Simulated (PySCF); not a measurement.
## Ag (silver, neutral) across methods

[Kr] 4d9 5s2, 2D determinant (an excited configuration). Calculation: PySCF 2.14, in def2-TZVPPD with the def2 core potential (28 electrons); a scalar-relativistic core potential.

```csv
method,E (hartree),mean ε 4d β (eV),mean ε 5s α (eV),mean ε 5s β (eV),Σ⟨r²⟩ (bohr²),⟨S²⟩
r2SCAN,-146.8744,-10.600,-5.893,-5.697,48.71,0.752
LDA,-146.5661,-10.405,-5.999,-5.798,48.78,0.751
revPBE,-146.8893,-10.250,-5.628,-5.412,49.10,0.751
PBE0,-146.8211,-12.301,-6.387,-6.161,49.14,0.751
MN15,-146.5304,-13.178,-7.293,-7.089,49.42,0.751
r2SCANh,-146.8589,-11.374,-6.160,-5.957,48.80,0.752
BLYP,-146.8080,-10.149,-5.652,-5.477,49.16,0.751
UHF,-145.98066,-17.590,-7.636,-7.323,51.02,0.753
PBE,-146.8406,-10.285,-5.713,-5.501,49.05,0.751
```

Energies and moments cover only the electrons outside the core potential.
